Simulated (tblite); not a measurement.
A geometry optimisation, step by step.

C6H11FGeO.
SMILES with atom numbers: `[CH3:1][O:2][CH2:3][C:4]1=[C:5]([CH2:6][F:7])[CH2:8][GeH2:9]1` (hydrogens: H10, H11, H12 on C1; H13, H14 on C3; H15, H16 on C6; H17, H18 on C8; H19, H20 on Ge9)

Computed with GFN2-xTB (tblite), gas phase: L-BFGS steps from a force-field or distance-geometry start until the largest atomic force falls under 0.01 eV/Å. 8 of its 124 geometries are shown.

Step 0: E = -790.9314 eV, largest atomic force 6.131 eV/Å
```
atom  x, y, z in Å  |  force x, y, z in eV/Å
C1      3.138    0.111   -0.838   -0.389   0.270   0.131
O2      1.769    0.514   -0.880    1.328  -0.314   0.036
C3      1.178   -0.181    0.184   -1.597   0.929  -0.354
C4     -0.277    0.261    0.126    3.222  -1.631   0.587
C5     -1.395   -0.445   -0.024    1.245   0.848   0.339
C6     -1.639   -1.896   -0.235   -0.533   0.349   0.083
F7     -2.275   -2.049   -1.459    0.102  -0.290   0.300
C8     -2.328    0.702    0.055   -5.797  -1.788  -0.886
Ge9    -1.031    1.994    0.302    2.346   2.486   0.294
H10     3.531    0.410    0.165    0.129  -0.299  -0.614
H11     3.714    0.609   -1.626   -0.309  -0.271   0.138
H12     3.116   -1.000   -0.925    0.653   0.583  -0.116
H13     1.290   -1.251    0.018    0.099  -0.316   0.362
H14     1.643    0.193    1.119   -0.227  -0.553  -0.018
H15    -0.719   -2.480   -0.237    0.100   0.034  -0.222
H16    -2.304   -2.300    0.550   -0.058   0.062  -0.286
H17    -3.043    0.567    0.907    0.033   0.075  -0.695
H18    -2.934    0.752   -0.904    0.157   0.086   1.024
H19    -0.668    2.947   -0.852   -0.241  -0.217   0.599
H20    -0.772    2.554    1.732   -0.265  -0.041  -0.699
```

Step 18: E = -791.9324 eV, largest atomic force 0.103 eV/Å
```
atom  x, y, z in Å  |  force x, y, z in eV/Å
C1      3.254    0.107   -0.852   -0.041   0.013  -0.001
O2      1.889    0.423   -0.805   -0.063   0.045   0.004
C3      1.178   -0.259    0.206    0.050  -0.007   0.022
C4     -0.219    0.246    0.178    0.074  -0.014   0.009
C5     -1.389   -0.377   -0.002    0.095  -0.039  -0.006
C6     -1.662   -1.831   -0.216   -0.006   0.001  -0.001
F7     -2.305   -2.033   -1.420    0.006   0.020  -0.004
C8     -2.483    0.665    0.037    0.016  -0.027   0.021
Ge9    -1.023    2.027    0.301   -0.009  -0.063  -0.028
H10     3.769    0.396    0.072   -0.012   0.010   0.031
H11     3.668    0.668   -1.688    0.012  -0.010   0.008
H12     3.411   -0.966   -1.018   -0.004  -0.017  -0.015
H13     1.236   -1.349    0.058    0.001  -0.028  -0.058
H14     1.619   -0.027    1.190    0.058  -0.038   0.046
H15    -0.735   -2.414   -0.249   -0.040   0.005  -0.019
H16    -2.334   -2.239    0.550    0.022   0.052   0.034
H17    -3.175    0.500    0.861   -0.067   0.041   0.026
H18    -3.055    0.700   -0.888   -0.019   0.033  -0.020
H19    -0.734    3.036   -0.770   -0.020   0.026  -0.062
H20    -0.915    2.736    1.633   -0.052  -0.003   0.014
```

Step 35: E = -791.9473 eV, largest atomic force 0.080 eV/Å
```
atom  x, y, z in Å  |  force x, y, z in eV/Å
C1      3.255    0.129   -0.843   -0.037   0.009   0.009
O2      1.897    0.468   -0.760   -0.065   0.026   0.000
C3      1.196   -0.281    0.209   -0.029   0.011  -0.006
C4     -0.199    0.233    0.214    0.029   0.075   0.002
C5     -1.372   -0.379    0.019    0.051  -0.011   0.026
C6     -1.670   -1.824   -0.198   -0.001  -0.031  -0.016
F7     -2.349   -1.996   -1.386   -0.017  -0.028  -0.029
C8     -2.465    0.661    0.031    0.004   0.029   0.020
Ge9    -1.011    2.021    0.290   -0.011   0.004  -0.003
H10     3.781    0.384    0.085    0.052   0.007   0.020
H11     3.669    0.699   -1.672    0.015   0.015   0.015
H12     3.383   -0.943   -1.035    0.024  -0.023  -0.032
H13     1.236   -1.356   -0.034    0.012  -0.003   0.000
H14     1.666   -0.135    1.198   -0.052  -0.031  -0.003
H15    -0.758   -2.424   -0.262    0.001  -0.043  -0.006
H16    -2.329   -2.218    0.585    0.013  -0.006   0.036
H17    -3.175    0.512    0.843   -0.030   0.009   0.022
H18    -3.023    0.680   -0.903   -0.005   0.023  -0.018
H19    -0.750    3.011   -0.811    0.024  -0.010   0.001
H20    -0.987    2.769    1.609    0.022  -0.022  -0.039
```

Step 53: E = -791.9740 eV, largest atomic force 0.132 eV/Å
```
atom  x, y, z in Å  |  force x, y, z in eV/Å
C1      3.256    0.235   -0.775   -0.004   0.031  -0.016
O2      1.929    0.618   -0.537   -0.065  -0.108   0.040
C3      1.177   -0.335    0.188    0.015  -0.009  -0.012
C4     -0.213    0.187    0.196    0.061   0.029   0.010
C5     -1.400   -0.402    0.023    0.058  -0.012   0.021
C6     -1.706   -1.854   -0.130   -0.024  -0.033  -0.012
F7     -2.523   -2.065   -1.220   -0.017  -0.023   0.007
C8     -2.458    0.677    0.001   -0.012   0.025   0.017
Ge9    -0.952    1.996    0.203    0.000  -0.030   0.000
H10     3.863    0.273    0.140   -0.043  -0.035   0.011
H11     3.650    0.943   -1.500    0.061   0.037  -0.002
H12     3.310   -0.778   -1.195    0.002   0.030   0.012
H13     1.233   -1.323   -0.302    0.040   0.032   0.029
H14     1.575   -0.436    1.216   -0.044  -0.006  -0.090
H15    -0.797   -2.442   -0.291    0.008  -0.009  -0.029
H16    -2.245   -2.252    0.740   -0.034   0.041   0.014
H17    -3.179    0.583    0.811   -0.010   0.010   0.073
H18    -3.019    0.700   -0.931    0.015  -0.042  -0.068
H19    -0.623    2.899   -0.949   -0.012   0.036  -0.001
H20    -0.883    2.786    1.488    0.004   0.037  -0.004
```

Step 70: E = -792.0025 eV, largest atomic force 0.099 eV/Å
```
atom  x, y, z in Å  |  force x, y, z in eV/Å
C1      3.265    0.363   -0.672    0.079   0.002   0.001
O2      1.941    0.678   -0.348   -0.014  -0.029  -0.042
C3      1.173   -0.417    0.104    0.010   0.045   0.015
C4     -0.212    0.111    0.131    0.042   0.087  -0.020
C5     -1.422   -0.442    0.029    0.034   0.003  -0.069
C6     -1.778   -1.889   -0.033   -0.011   0.000   0.021
F7     -2.763   -2.113   -0.969    0.025  -0.032   0.005
C8     -2.436    0.677   -0.026   -0.013   0.043   0.047
Ge9    -0.871    1.953    0.072   -0.015  -0.047   0.000
H10     3.836    0.055    0.214   -0.018  -0.010  -0.014
H11     3.703    1.268   -1.090    0.024  -0.017   0.018
H12     3.310   -0.442   -1.420    0.008   0.035   0.030
H13     1.271   -1.271   -0.588    0.007   0.006   0.035
H14     1.513   -0.737    1.105   -0.019  -0.024  -0.064
H15    -0.914   -2.506   -0.309   -0.042   0.031  -0.034
H16    -2.179   -2.240    0.926   -0.046  -0.005   0.032
H17    -3.133    0.656    0.810   -0.040   0.015   0.040
H18    -3.021    0.672   -0.945    0.019  -0.035  -0.009
H19    -0.554    2.820   -1.117   -0.017  -0.049  -0.008
H20    -0.732    2.816    1.304   -0.014  -0.020   0.017
```

Step 88: E = -792.0176 eV, largest atomic force 0.078 eV/Å
```
atom  x, y, z in Å  |  force x, y, z in eV/Å
C1      3.315    0.397   -0.609   -0.026  -0.021   0.061
O2      1.963    0.686   -0.377   -0.032   0.021   0.051
C3      1.176   -0.428   -0.008   -0.018   0.003  -0.006
C4     -0.210    0.099    0.035   -0.026   0.003  -0.022
C5     -1.427   -0.450    0.017    0.024   0.023  -0.012
C6     -1.817   -1.891    0.021    0.028   0.026  -0.013
F7     -2.849   -2.116   -0.863    0.008  -0.053   0.025
C8     -2.442    0.673   -0.002    0.007  -0.023   0.012
Ge9    -0.874    1.935    0.013    0.012   0.045  -0.027
H10     3.778   -0.070    0.268    0.017  -0.022   0.027
H11     3.805    1.347   -0.808    0.001   0.013  -0.035
H12     3.437   -0.270   -1.471    0.007  -0.013  -0.005
H13     1.293   -1.241   -0.742   -0.036  -0.013  -0.006
H14     1.482   -0.813    0.981    0.061   0.009  -0.048
H15    -0.984   -2.538   -0.281   -0.022   0.009  -0.006
H16    -2.181   -2.196    1.012   -0.027  -0.009  -0.026
H17    -3.103    0.661    0.863   -0.013   0.003   0.012
H18    -3.064    0.660   -0.897    0.024  -0.033   0.032
H19    -0.617    2.769   -1.210   -0.004   0.031   0.002
H20    -0.686    2.796    1.238    0.015  -0.001  -0.015
```

Step 105: E = -792.0319 eV, largest atomic force 0.032 eV/Å
```
atom  x, y, z in Å  |  force x, y, z in eV/Å
C1      3.349    0.393   -0.477   -0.001  -0.012   0.011
O2      1.989    0.706   -0.347   -0.013  -0.012  -0.007
C3      1.157   -0.423   -0.187    0.006   0.003   0.000
C4     -0.221    0.116   -0.097   -0.022  -0.021  -0.011
C5     -1.431   -0.443   -0.006    0.021   0.005   0.018
C6     -1.805   -1.887    0.074    0.000   0.007  -0.004
F7     -2.851   -2.174   -0.777    0.004   0.001  -0.002
C8     -2.454    0.670    0.045    0.012  -0.008   0.007
Ge9    -0.901    1.948   -0.079    0.017   0.021   0.000
H10     3.725   -0.127    0.414    0.000   0.004   0.008
H11     3.880    1.335   -0.597   -0.017  -0.002  -0.004
H12     3.529   -0.243   -1.353   -0.001   0.015  -0.005
H13     1.270   -1.108   -1.045   -0.002  -0.002   0.014
H14     1.435   -0.974    0.729    0.000  -0.012  -0.018
H15    -0.974   -2.542   -0.211    0.004   0.020   0.008
H16    -2.155   -2.144    1.083    0.006  -0.010  -0.011
H17    -3.027    0.667    0.972   -0.026  -0.001   0.001
H18    -3.159    0.631   -0.785    0.013   0.005   0.007
H19    -0.750    2.805   -1.306   -0.002  -0.004  -0.015
H20    -0.611    2.803    1.129    0.001   0.002   0.002
```

Step 123: E = -792.0333 eV, largest atomic force 0.009 eV/Å
```
atom  x, y, z in Å  |  force x, y, z in eV/Å
C1      3.346    0.399   -0.453   -0.005   0.001   0.002
O2      1.982    0.701   -0.341    0.000  -0.001   0.001
C3      1.151   -0.432   -0.218    0.005  -0.001  -0.003
C4     -0.225    0.110   -0.112   -0.002  -0.004  -0.003
C5     -1.435   -0.443    0.006    0.003   0.006  -0.003
C6     -1.803   -1.888    0.088    0.003   0.007   0.002
F7     -2.848   -2.181   -0.762    0.003   0.000  -0.001
C8     -2.451    0.675    0.059   -0.002  -0.003  -0.002
Ge9    -0.894    1.946   -0.093    0.006   0.007   0.002
H10     3.709   -0.137    0.434    0.001   0.003  -0.006
H11     3.870    1.348   -0.544   -0.004  -0.004   0.003
H12     3.546   -0.215   -1.341    0.000   0.000   0.001
H13     1.262   -1.090   -1.098   -0.003   0.004   0.000
H14     1.428   -1.017    0.677    0.002   0.000   0.004
H15    -0.966   -2.534   -0.200   -0.004  -0.002   0.002
H16    -2.148   -2.150    1.097   -0.004  -0.001  -0.002
H17    -3.027    0.681    0.985    0.001  -0.005   0.003
H18    -3.155    0.638   -0.771   -0.002  -0.004   0.002
H19    -0.767    2.789   -1.333    0.004  -0.005  -0.004
H20    -0.579    2.811    1.100    0.000   0.001   0.002
```

Task: Summarise the path.

Result: The energy falls by 25.41 kcal/mol from step 0 to step 123; nine tenths of that is first reached at step 15. It rises by more than 0.2 meV at step 49. The largest force goes from 6.131 to 0.009 eV/Å. Among the bonds C8–Ge9 changes most, from 1.847 to 2.016 Å; the atoms move by 0.687 Å rms after alignment.

What follows is the cost of the whole relaxation. Hardware: an Arm Neoverse N1 with one thread, shared host. Cost: 1.8 s wall.
